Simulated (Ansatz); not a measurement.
`BN[SiH2]F` → `BN` + `F[SiH]` at 298.15 K and 1 bar (silylene formation by 1,1-elimination).

Calculated with Ansatz (gas phase, PBE0-D4/def2-TZVP geometries, no zero-point term in ΔE). CCSD(T)/CBS is the MP2 limit (def2-TZVPP, def2-QZVPP) plus CCSD(T) − MP2 in def2-TZVPP, frozen cores. This one scheme is used for every species. Each species was taken in one conformer, which may not be the lowest.

```json
{"species": "`BN[SiH2]F`", "CCSD(T)/CBS energy (Eh)": "-471.49877", "H − E (kJ/mol)": "172.2", "S (J/(mol·K))": "311.0"}
{"species": "`BN`", "CCSD(T)/CBS energy (Eh)": "-81.93499", "H − E (kJ/mol)": "137.2", "S (J/(mol·K))": "228.1"}
{"species": "`F[SiH]`", "CCSD(T)/CBS energy (Eh)": "-389.46371", "H − E (kJ/mol)": "32.3", "S (J/(mol·K))": "239.1"}
```

H − E and S are ideal-gas, rigid-rotor, harmonic terms from PBE0-D4/def2-TZVP, for one conformer and one mirror image of each species. 1 Eh = 2625.50 kJ/mol, R = 8.31446 J/(mol·K).

Q: By hand: ΔE, ΔH, ΔS and ΔG.

A: ΔE = (-81.93499) + (-389.46371) − (-471.49877) = 0.10007 Eh = 262.7 kJ/mol. Δ(H − E) = 137.2 + 32.3 − 172.2 = -2.7, so ΔH = 260.0 kJ/mol. ΔS = 228.1 + 239.1 − 311.0 = 156.2 J/(mol·K). ΔG = 260.0 − 298.15 × (156.2)/1000 = 213.4 kJ/mol.

Q: By hand: the equilibrium constant, and the temperature at which ΔG would vanish if ΔH and ΔS stayed fixed.

A: log₁₀ K = −ΔG/(RT ln 10) = -37.4. ΔG = 0 at ΔH/ΔS = 1665 K.

The number of gas molecules changes by +1, which sets the sign of ΔS. A doubt of 5 kJ/mol in ΔE shifts log₁₀ K by 0.9 here. Other conformers and mirror images would add mixing entropy, several J/(mol·K) or more a flexible species. These are equilibria of isolated gas molecules and say nothing of rates. Largest T1 diagnostic: 0.015 (customary marks: 0.02 for closed shells, 0.045 for open ones).
